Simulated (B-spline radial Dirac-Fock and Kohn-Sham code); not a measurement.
## Zn 3p3/2: cross section and angular parameters

System: the Zn atom, configuration 1s2 2s2 2p6 3s2 3p6 3d10 4s2; threshold 88.60 eV (tabulated edge). Model: Dirac-Hartree-Slater photoionisation with a Latter tail; cross sections with all multipoles, angular parameters from the dipole term and its interference with E2. Program: an atomic code on a B-spline grid.

| hν (eV) | σ (kb) | β | γ | δ |
| --- | --- | --- | --- | --- |
| 100 | 392 | 0.660 | -0.053 | 0.034 |
| 101 | 379 | 0.568 | -0.064 | 0.036 |
| 111 | 308 | -0.333 | -0.159 | 0.062 |
| 124 | 323 | -0.554 | -0.132 | 0.074 |
| 134 | 361 | -0.301 | -0.051 | 0.068 |
| 192 | 505 | 0.851 | 0.173 | 0.024 |
| 200 | 509 | 0.930 | 0.176 | 0.020 |
| 206 | ? | ? | ? | ? |
| 303 | 421 | 1.397 | 0.077 | 0.001 |
| 350 | 364 | 1.478 | 0.033 | 0.000 |
| 400 | 310 | 1.532 | 0.002 | 0.000 |
| 800 | 98.8 | 1.627 | 0.038 | 0.004 |
| 1486.9 | 25.3 | 1.553 | 0.304 | 0.014 |
| 1660 | 19.4 | 1.529 | 0.366 | 0.016 |
| 2120 | 10.4 | 1.465 | 0.514 | 0.024 |
| 4000 | 1.81 | 1.244 | 0.923 | 0.061 |
| 5180 | 0.838 | 1.135 | 1.088 | 0.086 |
| 6380 | 0.442 | 1.041 | 1.217 | 0.111 |
| 6520 | 0.413 | 1.031 | 1.230 | 0.114 |
| 8360 | 0.188 | 0.915 | 1.372 | 0.152 |
| 9220 | 0.136 | 0.868 | 1.423 | 0.169 |
| 9251.7 | 0.135 | 0.866 | 1.425 | 0.170 |
| 10000 | 0.105 | 0.829 | 1.463 | 0.185 |
| 12200 | 0.0539 | 0.734 | 1.556 | 0.227 |
| 15000 | 0.0267 | 0.636 | 1.640 | 0.278 |

Task: Give the values at 206 eV.

Result: σ = 509 kb, β = 0.983, γ = 0.175, δ = 0.018.

Values without a named source are computed, but for edge energies of neutral atoms, which are taken from tables.
